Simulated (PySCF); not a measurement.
**Dipole response of Hg³⁺ (mercury, charge +3)**

[Xe] 4f14 5d9, 2D determinant. Calculation: PySCF 2.14, in x2c-TZVPPall with one added diffuse shell each of s, p, d, f type (12s8p8d4f1g, 113 functions); the spin-free X2C one-electron Hamiltonian (Gaussian nucleus). Coupled (time-dependent) response in atomic units; α is the mean over directions.

| method | mean α (bohr³) | α xx, yy, zz | C₆ (like pair) | S(−4) |
| --- | --- | --- | --- | --- |
| BP86 | 5.783 | 5.698, 5.698, 5.952 | 33.58 | 5.254 |

S(−4) is the Cauchy moment in α(ω) = α(0) + S(−4) ω² + …

Spin-orbit coupling is absent.

α(iu) at BP86:

```
u (hartree)  α(iu) (bohr³)
          0          5.783
     0.0500          5.770
      0.100          5.731
      0.200          5.585
      0.300          5.367
      0.500          4.823
      0.750          4.125
       1.00          3.515
       1.50          2.589
       2.00          1.960
       3.00          1.210
       5.00         0.5785
```

A single London oscillator, α(iu) = α/(1 + u²/ω²), gives C₆ = (3/4) ω α². Matching the computed C₆ needs ω = 4 × 33.58 / (3 × 5.783²) = 1.34 hartree.

For an ion, C₆ is the dispersion term alone; charge-induced terms of lower order in 1/R come first.

The components differ because the open shell of this determinant is not spherical; for a pure term their mean is the scalar polarisability.

Spin-orbit coupling, absent here, splits the open shell strongly.
